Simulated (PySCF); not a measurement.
Br2Si, neutral, multiplicity 1. Atoms are numbered in the order given.

```xyz
3

Si     0.0000     0.0000     1.1854
Br     0.0000     1.7683    -0.2371
Br     0.0000    -1.7683    -0.2371
```
Charge 0, spin multiplicity 1.

Geometry optimised at B3LYP-D3(BJ)/def2-TZVP. The isomer is the one that the SMILES or the coordinates give; other isomers of the formula were not compared.

Level of theory: PBE0/pcSseg-2 in PySCF.

GIAO shieldings, no solvent; atoms alike by connectivity are averaged. δ = σ(ref) − σ: ²⁹Si against TMS (σ = 341.9 ppm), references at their B3LYP-D3(BJ)/def2-TZVP geometries, non-relativistic (without spin–orbit terms, shifts of atoms bonded to Cl or Br come out too high).

Computed chemical shifts:
```
nucleus  atoms  count  δ (ppm)
-------  -----  -----  -------
²⁹Si       Si1      1    387.4
```
